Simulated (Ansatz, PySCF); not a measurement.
Bond stretch in SMILES [O]=[Ti]([Cl])[Cl]. The Ti1–Cl4 bond (Ti1 also carries Cl, O; Cl4 carries nothing else) is stretched with both fragments frozen at the PBE0/def2-TZVP optimised geometry.

UKS-PBE0 = Ansatz (a first-principles code) with unrestricted PBE0/def2-TZVP; RKS-PBE0 = restricted PBE0/def2-TZVP run with Ansatz; UKS-PBE = unrestricted PBE/def2-TZVP (Ansatz); RKS-PBE = Ansatz with restricted PBE/def2-TZVP; UKS-B3LYP/6-31G* = PySCF with unrestricted B3LYP/6-31G*, spherical d; RKS-B3LYP/6-31G* = restricted B3LYP/6-31G*, spherical d (PySCF); UKS-M06-2X/6-31G* = unrestricted M06-2X/6-31G*, spherical d (PySCF 2.14.0); RKS-M06-2X/6-31G* = restricted M06-2X/6-31G*, spherical d run with PySCF.

Scanned distances (Å): 1.82, 1.97, 2.11, 2.18, 2.22, 2.30, 2.39, 2.49, 2.72, 2.93, 3.25, 3.66, 4.14, 4.65, 5.43, 6.46.

Problem. Where does the unrestricted solution first break spin symmetry (<S²> of 0.01 or more)?

Solution. UKS-PBE0: between 3.25 and 3.66 Å; UKS-PBE: between 3.25 and 3.66 Å; UKS-B3LYP/6-31G*: between 3.25 and 3.66 Å; UKS-M06-2X/6-31G*: between 3.66 and 4.14 Å.

```json
[
 {"R / Å": "1.82", "<S²> UKS-PBE0": "0.00", "E(RKS-PBE0) − E(UKS-PBE0) / kcal/mol": "0.0", "<S²> UKS-PBE": "0.00", "E(RKS-PBE) − E(UKS-PBE) / kcal/mol": "0.0", "<S²> UKS-B3LYP/6-31G*": "0.00", "E(RKS-B3LYP/6-31G*) − E(UKS-B3LYP/6-31G*) / kcal/mol": "0.0", "<S²> UKS-M06-2X/6-31G*": "0.00", "E(RKS-M06-2X/6-31G*) − E(UKS-M06-2X/6-31G*) / kcal/mol": "0.0"},
 {"R / Å": "1.97", "<S²> UKS-PBE0": "0.00", "E(RKS-PBE0) − E(UKS-PBE0) / kcal/mol": "0.0", "<S²> UKS-PBE": "0.00", "E(RKS-PBE) − E(UKS-PBE) / kcal/mol": "0.0", "<S²> UKS-B3LYP/6-31G*": "0.00", "E(RKS-B3LYP/6-31G*) − E(UKS-B3LYP/6-31G*) / kcal/mol": "0.0", "<S²> UKS-M06-2X/6-31G*": "0.00", "E(RKS-M06-2X/6-31G*) − E(UKS-M06-2X/6-31G*) / kcal/mol": "0.0"},
 {"R / Å": "2.11", "<S²> UKS-PBE0": "0.00", "E(RKS-PBE0) − E(UKS-PBE0) / kcal/mol": "0.0", "<S²> UKS-PBE": "0.00", "E(RKS-PBE) − E(UKS-PBE) / kcal/mol": "0.0", "<S²> UKS-B3LYP/6-31G*": "0.00", "E(RKS-B3LYP/6-31G*) − E(UKS-B3LYP/6-31G*) / kcal/mol": "0.0", "<S²> UKS-M06-2X/6-31G*": "0.00", "E(RKS-M06-2X/6-31G*) − E(UKS-M06-2X/6-31G*) / kcal/mol": "0.0"},
 {"R / Å": "2.18", "<S²> UKS-PBE0": "0.00", "E(RKS-PBE0) − E(UKS-PBE0) / kcal/mol": "0.0", "<S²> UKS-PBE": "0.00", "E(RKS-PBE) − E(UKS-PBE) / kcal/mol": "0.0", "<S²> UKS-B3LYP/6-31G*": "0.00", "E(RKS-B3LYP/6-31G*) − E(UKS-B3LYP/6-31G*) / kcal/mol": "0.0", "<S²> UKS-M06-2X/6-31G*": "0.00", "E(RKS-M06-2X/6-31G*) − E(UKS-M06-2X/6-31G*) / kcal/mol": "0.0"},
 {"R / Å": "2.22", "<S²> UKS-PBE0": "0.00", "E(RKS-PBE0) − E(UKS-PBE0) / kcal/mol": "0.0", "<S²> UKS-PBE": "0.00", "E(RKS-PBE) − E(UKS-PBE) / kcal/mol": "0.0", "<S²> UKS-B3LYP/6-31G*": "0.00", "E(RKS-B3LYP/6-31G*) − E(UKS-B3LYP/6-31G*) / kcal/mol": "0.0", "<S²> UKS-M06-2X/6-31G*": "0.00", "E(RKS-M06-2X/6-31G*) − E(UKS-M06-2X/6-31G*) / kcal/mol": "0.0"},
 {"R / Å": "2.30", "<S²> UKS-PBE0": "0.00", "E(RKS-PBE0) − E(UKS-PBE0) / kcal/mol": "0.0", "<S²> UKS-PBE": "0.00", "E(RKS-PBE) − E(UKS-PBE) / kcal/mol": "0.0", "<S²> UKS-B3LYP/6-31G*": "0.00", "E(RKS-B3LYP/6-31G*) − E(UKS-B3LYP/6-31G*) / kcal/mol": "0.0", "<S²> UKS-M06-2X/6-31G*": "0.00", "E(RKS-M06-2X/6-31G*) − E(UKS-M06-2X/6-31G*) / kcal/mol": "0.0"},
 {"R / Å": "2.39", "<S²> UKS-PBE0": "0.00", "E(RKS-PBE0) − E(UKS-PBE0) / kcal/mol": "0.0", "<S²> UKS-PBE": "0.00", "E(RKS-PBE) − E(UKS-PBE) / kcal/mol": "0.0", "<S²> UKS-B3LYP/6-31G*": "0.00", "E(RKS-B3LYP/6-31G*) − E(UKS-B3LYP/6-31G*) / kcal/mol": "0.0", "<S²> UKS-M06-2X/6-31G*": "0.00", "E(RKS-M06-2X/6-31G*) − E(UKS-M06-2X/6-31G*) / kcal/mol": "0.0"},
 {"R / Å": "2.49", "<S²> UKS-PBE0": "0.00", "E(RKS-PBE0) − E(UKS-PBE0) / kcal/mol": "0.0", "<S²> UKS-PBE": "0.00", "E(RKS-PBE) − E(UKS-PBE) / kcal/mol": "0.0", "<S²> UKS-B3LYP/6-31G*": "0.00", "E(RKS-B3LYP/6-31G*) − E(UKS-B3LYP/6-31G*) / kcal/mol": "0.0", "<S²> UKS-M06-2X/6-31G*": "0.00", "E(RKS-M06-2X/6-31G*) − E(UKS-M06-2X/6-31G*) / kcal/mol": "0.0"},
 {"R / Å": "2.72", "<S²> UKS-PBE0": "0.00", "E(RKS-PBE0) − E(UKS-PBE0) / kcal/mol": "0.0", "<S²> UKS-PBE": "0.00", "E(RKS-PBE) − E(UKS-PBE) / kcal/mol": "0.0", "<S²> UKS-B3LYP/6-31G*": "0.00", "E(RKS-B3LYP/6-31G*) − E(UKS-B3LYP/6-31G*) / kcal/mol": "0.0", "<S²> UKS-M06-2X/6-31G*": "0.00", "E(RKS-M06-2X/6-31G*) − E(UKS-M06-2X/6-31G*) / kcal/mol": "0.0"},
 {"R / Å": "2.93", "<S²> UKS-PBE0": "0.00", "E(RKS-PBE0) − E(UKS-PBE0) / kcal/mol": "0.0", "<S²> UKS-PBE": "0.00", "E(RKS-PBE) − E(UKS-PBE) / kcal/mol": "0.0", "<S²> UKS-B3LYP/6-31G*": "0.00", "E(RKS-B3LYP/6-31G*) − E(UKS-B3LYP/6-31G*) / kcal/mol": "0.0", "<S²> UKS-M06-2X/6-31G*": "0.00", "E(RKS-M06-2X/6-31G*) − E(UKS-M06-2X/6-31G*) / kcal/mol": "0.0"},
 {"R / Å": "3.25", "<S²> UKS-PBE0": "0.00", "E(RKS-PBE0) − E(UKS-PBE0) / kcal/mol": "0.0", "<S²> UKS-PBE": "0.00", "E(RKS-PBE) − E(UKS-PBE) / kcal/mol": "0.0", "<S²> UKS-B3LYP/6-31G*": "0.00", "E(RKS-B3LYP/6-31G*) − E(UKS-B3LYP/6-31G*) / kcal/mol": "0.0", "<S²> UKS-M06-2X/6-31G*": "0.00", "E(RKS-M06-2X/6-31G*) − E(UKS-M06-2X/6-31G*) / kcal/mol": "0.0"},
 {"R / Å": "3.66", "<S²> UKS-PBE0": "0.23", "E(RKS-PBE0) − E(UKS-PBE0) / kcal/mol": "0.4", "<S²> UKS-PBE": "0.19", "E(RKS-PBE) − E(UKS-PBE) / kcal/mol": "0.4", "<S²> UKS-B3LYP/6-31G*": "0.28", "E(RKS-B3LYP/6-31G*) − E(UKS-B3LYP/6-31G*) / kcal/mol": "1.1", "<S²> UKS-M06-2X/6-31G*": "0.00", "E(RKS-M06-2X/6-31G*) − E(UKS-M06-2X/6-31G*) / kcal/mol": "0.0"},
 {"R / Å": "4.14", "<S²> UKS-PBE0": "0.55", "E(RKS-PBE0) − E(UKS-PBE0) / kcal/mol": "6.1", "<S²> UKS-PBE": "0.41", "E(RKS-PBE) − E(UKS-PBE) / kcal/mol": "2.0", "<S²> UKS-B3LYP/6-31G*": "0.53", "E(RKS-B3LYP/6-31G*) − E(UKS-B3LYP/6-31G*) / kcal/mol": "6.2", "<S²> UKS-M06-2X/6-31G*": "0.77", "E(RKS-M06-2X/6-31G*) − E(UKS-M06-2X/6-31G*) / kcal/mol": "6.6"},
 {"R / Å": "4.65", "<S²> UKS-PBE0": "0.69", "E(RKS-PBE0) − E(UKS-PBE0) / kcal/mol": "12.6", "<S²> UKS-PBE": "0.53", "E(RKS-PBE) − E(UKS-PBE) / kcal/mol": "4.1", "<S²> UKS-B3LYP/6-31G*": "0.64", "E(RKS-B3LYP/6-31G*) − E(UKS-B3LYP/6-31G*) / kcal/mol": "10.7", "<S²> UKS-M06-2X/6-31G*": "0.99", "E(RKS-M06-2X/6-31G*) − E(UKS-M06-2X/6-31G*) / kcal/mol": "18.0"},
 {"R / Å": "5.43", "<S²> UKS-PBE0": "0.78", "E(RKS-PBE0) − E(UKS-PBE0) / kcal/mol": "18.3", "<S²> UKS-PBE": "0.62", "E(RKS-PBE) − E(UKS-PBE) / kcal/mol": "6.3", "<S²> UKS-B3LYP/6-31G*": "0.72", "E(RKS-B3LYP/6-31G*) − E(UKS-B3LYP/6-31G*) / kcal/mol": "15.1", "<S²> UKS-M06-2X/6-31G*": "1.01", "E(RKS-M06-2X/6-31G*) − E(UKS-M06-2X/6-31G*) / kcal/mol": "29.7"},
 {"R / Å": "6.46", "<S²> UKS-PBE0": "0.84", "E(RKS-PBE0) − E(UKS-PBE0) / kcal/mol": "22.4", "<S²> UKS-PBE": "0.67", "E(RKS-PBE) − E(UKS-PBE) / kcal/mol": "7.7", "<S²> UKS-B3LYP/6-31G*": "—", "E(RKS-B3LYP/6-31G*) − E(UKS-B3LYP/6-31G*) / kcal/mol": "—", "<S²> UKS-M06-2X/6-31G*": "1.01", "E(RKS-M06-2X/6-31G*) − E(UKS-M06-2X/6-31G*) / kcal/mol": "38.0"}
]
```

Dashes: no converged value, or the column stops at the first point that the program doubted or that broke a chosen test of continuity, which isn't proof of a fault.
